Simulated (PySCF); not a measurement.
## A survey of $^{17}$O NMR shifts

PySCF 2.14.0 with density-fitted response routines calculation with geometry: GFN2-xTB and σ from GIAO-PBE0/pcSseg-1; rapidly exchanging positions averaged, gas phase, non-relativistic, a single conformation.

Shieldings were converted by a linear fit to measured shifts: $^{17}$O (scatter 10.7 ppm rms, 12.2 ppm with the 3 outliers that the fit left out vs liquid water, solution or neat liquid). Occasional misses reach two or three times the rms, and more in compound classes unlike the fitted ones.

(1) Give the $^{17}$O shifts of `C=C(C)CO[Si@@H]([SiH3])C#N`, `C=C[Si@](N)(C#CC)[SiH2]O`.

(2) Order these by $^{17}$O shift, lowest first.
A. CC[Si@@H]1CC[Si@@H](C#N)O1
B. C=C(CC#N)NC=O
C. C=C(F)[C@H]1CC[S@](=O)CC1

## Answers

(1) 
```json
{"compound": "C=C(C)CO[Si@@H]([SiH3])C#N", "environment": "oxygen bonded to C, Si", "δ (ppm)": "-17.2"}
{"compound": "C=C[Si@](N)(C#CC)[SiH2]O", "environment": "oxygen bonded to Si, H", "δ (ppm)": "-45.7"}
```

(2) C (-19.8 ppm, S=O oxygen), A (11.8 ppm, oxygen bonded to 2 Si, in a 5-membered ring), B (359.5 ppm, amide-type carbonyl oxygen).

In solution the two oxygens of a carboxylic acid give one averaged line by proton exchange, and hydrogen bonding shields acid and N–H amide carbonyl oxygens by tens of ppm; neither is in these numbers.
